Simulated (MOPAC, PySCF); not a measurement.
C$_{4}$H$_{5}$BOS, SMILES `c1(c(ccs1)B)O`, neutral singlet in the gas phase. 

Cartesian coordinates (Å):
```xyz
12

B     -0.9974     1.6611    -0.3644
C     -0.1403     0.4331    -0.0931
C      1.3005     0.3846    -0.0588
C      1.8261    -0.8393     0.2062
S      0.5736    -2.0244     0.4335
C     -0.6565    -0.8343     0.1637
O     -1.9497    -1.1433     0.2067
H     -2.2029     1.5890    -0.3694
H     -0.4624     2.7259    -0.5785
H      1.9178     1.2675    -0.2333
H      2.8688    -1.1417     0.2869
H     -2.0777    -2.0784     0.4005
```
Charge 0, spin multiplicity 1.

All levels are single points at this geometry (PBE0-D3(BJ)/def2-SVP); Pople sets use spherical d functions. Orbital energies aren't observables, and empty levels follow the basis.

AM1 in MOPAC gives dipole (D) = 2.04.

Q: Estimate the dipole (D) from each of these levels: PBE-D3(BJ)/def2-TZVP in PySCF; ωB97X-D3(BJ)/def2-TZVP in PySCF; B3LYP/LANL2DZ in PySCF; M06-2X/6-31G* in PySCF; PBE/6-31G* in PySCF; HF/3-21G in PySCF; PM6 in MOPAC; PM7 in MOPAC.

A: 
```
level                            dipole (D)
-------------------------------  ----------
PBE-D3(BJ)/def2-TZVP in PySCF          3.02
ωB97X-D3(BJ)/def2-TZVP in PySCF        2.67
B3LYP/LANL2DZ in PySCF                 2.98
M06-2X/6-31G* in PySCF                 2.68
PBE/6-31G* in PySCF                    3.00
HF/3-21G in PySCF                      2.51
PM6 in MOPAC                           2.05
PM7 in MOPAC                           1.89
```
